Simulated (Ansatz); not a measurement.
Mulliken charges of F₃H₃MoO₃, SMILES `[OH][Mo]([OH])([OH])([F])([F])[F]` from ωB97M-V/def2-TZVPP in Ansatz (PBE0-D4/def2-TZVP geometry).

```
atom   x (Å)   y (Å)   z (Å)  charge (e)
  O1  -1.678  -0.612   0.417      -0.378
 Mo2  -0.044   0.050  -0.124       1.610
  O3   1.454   1.124  -0.133      -0.378
  O4   0.311  -1.047  -1.564      -0.397
  F5  -0.886   1.202  -1.283      -0.340
  F6  -0.267   0.978   1.536      -0.419
  F7   0.859  -1.278   0.830      -0.371
  H8  -2.081  -0.321   1.243       0.226
  H9   1.630   1.735   0.591       0.226
 H10   0.784  -1.884  -1.511       0.221
```

Problem. By hand: the dipole of these point charges (1 e Å = 4.8032 D).

Solution. Σ q r = (0.056, -0.139, -0.121) e Å, of length 0.193 e Å = 0.93 D.

Problem. How does the dipole of the full density compare? (Estimate.)

Solution. The calculation gave: (0.085, -0.123, 0.097) e Å, 0.86 D; the point charges give 1.08 times that, at 73° from its direction.

Point charges leave out the atoms' own dipoles, such as those of lone pairs, and Mulliken's split depends on the basis, so the two needn't agree.
